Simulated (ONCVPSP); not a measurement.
## zirconium (Zr): variants of one ONCV potential

Base potential:

zirconium, optimised norm-conserving Vanderbilt (ONCV), made with ONCVPSP 4.0.1 (PBE, scalar-relativistic). Core [Ar] 3d10, reference 4s2 4p6 4d2 5s1 5p1. Waves: 4s+5s: rc 2.05 bohr, ncon 4, nbas 7, qcut 5.8 1/bohr, 2 projectors; 4p+5p: rc 2.55 bohr, ncon 4, nbas 7, qcut 4.3 1/bohr, 3 projectors, debl 0.8 Ha; 4d: rc 1.85 bohr, ncon 5, nbas 9, qcut 5.2 1/bohr, 1 projector. Local part: polynomial inside 1.60 bohr (lpopt 5, dvloc0 2 Ha). Core correction: Teter function, fcfact 5.75, rcfact 1.75.

All-electron outer shells of the reference configuration (PBE, scalar-relativistic, ld1.x):

| shell | level (eV) | outermost node (bohr) | outermost maximum (bohr) |
| --- | --- | --- | --- |
| 3p | -318.90 | 0.18 | 0.40 |
| 3d | -175.94 | – | 0.35 |
| 4s | -55.74 | 0.55 | 1.08 |
| 4p | -33.70 | 0.56 | 1.17 |
| 5s | -5.16 | 1.46 | 3.11 |
| 4d | -4.65 | 0.58 | 1.59 |
| 5p | -2.04 | 1.69 | 4.05 |

Cutoffs, loose and tight: the cutoffs (Ha) at which the residual kinetic energy of the hardest occupied pseudo-wave falls to 1 and 0.1 mHa per electron. They do not see the model core or the augmentation charge, which bear on the density cutoff. Test errors are all-electron minus pseudo excitation energies from the reference, over the configurations 4s2 4p6 4d2 5s2 5p0; 4s2 4p6 4d2 5s1 5p0; 4s2 4p6 4d2 5s0 5p0; 4s2 4p6 4d2 5s0 5p1. A dash means not determined; rows that change the core or the reference have their own tests.

A true bound ghost makes a file unfit for plane-wave use even where its test errors are small: the radial tests pick states by their node count and pass the ghost by.

| change | outcome | cutoff, loose | cutoff, tight | bound ghosts | GHOST(+) flags above zero | largest test error (meV) |
| --- | --- | --- | --- | --- | --- | --- |
| base | generated | 14 Ha | 63 Ha | none | none | -8.7 |
| reference 4s2 4p6 4d2 5s0.5; wave 4p+5p: rc 2.55 bohr, ncon 4, nbas 7, qcut 4.3 1/bohr, 3 projectors, debl 0.8 Ha becomes 4p: rc 2.55 bohr, ncon 4, nbas 7, qcut 4.3 1/bohr, 3 projectors, debl 0.8 Ha | generated, projector energies reset by the program | 15 Ha | 66 Ha | none | none | -4.4 |
| s: rc 1.42; local potential polynomial inside 1.42 bohr (lpopt 5, dvloc0 2 Ha) | generated | 31 Ha | 63 Ha | d | s | -7.7 |

What comes out with this change to the base: all radii but the core radius scaled by about 1.21 (s 2.48, p 3.08, d 2.24 bohr); local potential polynomial inside 1.94 bohr (lpopt 5, dvloc0 2 Ha)?

outcome: generated; cutoff, loose: 12 Ha; cutoff, tight: 23 Ha; bound ghosts: none; GHOST(+) flags above zero: none; largest test error (meV): -22.

What comes out with this change to the base: p: rc 3.6?

outcome: generated; cutoff, loose: 14 Ha; cutoff, tight: 63 Ha; bound ghosts: none; GHOST(+) flags above zero: none; largest test error (meV): -44.

What comes out with this change to the base: s: qcut 8.9?

outcome: generated; cutoff, loose: 19 Ha; cutoff, tight: 63 Ha; bound ghosts: none; GHOST(+) flags above zero: none; largest test error (meV): -7.6.
